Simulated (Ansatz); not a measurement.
Complex (SMILES): F (HF) with C#N (CH-N), atoms 1 to 2 the first; geometry from B3LYP-D3(BJ)/def2-TZVP, monomers rigid:
```xyz
5

F      0.9503     0.5484    -0.1025
H      0.2877     0.3564     0.5335
C     -1.8028    -0.2520     2.5405
N     -0.9963    -0.0166     1.7661
H     -2.5562    -0.4720     3.2639
```

Basis-set convergence of the counterpoise-corrected interaction energy at wB97M-V with Ansatz (a first-principles code). Cartesian d functions, on some or all atoms, in 6-31G*; all else is spherical. The program fits the integrals of some runs and decomposes those of others, by size. The functional holds VV10 correlation; no added dispersion term, no relativity. Functions are those of the species that has most. Reference: the value in aug-pcseg-3, -7.61 kcal/mol, itself unsure by roughly 0.01 kcal/mol (its mean distance from aug-cc-pVQZ, def2-QZVPPD). Deviations are taken from unrounded values. Cost is core time over that of 3-21G, rough, on shared machines of one kind.

```
basis        functions  counterpoise-corrected interaction energy (kcal/mol)  minus reference (kcal/mol)  cost
-----------  ---------  ----------------------------------------------------  --------------------------  ----
3-21G               31                                                 -7.51                        0.10    1×
pcseg-0             31                                                 -7.77                       -0.17    1×
6-31G*              49                                                 -6.37                        1.24    1×
pcseg-1             52                                                 -7.27                        0.34    1×
6-311+G**           78                                                 -7.74                       -0.14    2×
aug-cc-pVDZ         87                                                 -7.59                        0.02    2×
def2-TZVPP         121                                                 -7.35                        0.26    2×
def2-TZVPD         132                                                 -7.59                        0.01    3×
def2-TZVPPD        148                                                 -7.66                       -0.05    3×
def2-QZVPP         231                                                 -7.50                        0.11    3×
pcseg-3            246                                                 -7.60                        0.01    4×
cc-pV5Z            383                                                 -7.51                        0.09    6×
pcseg-4            425                                                 -7.60                        0.01    6×
```
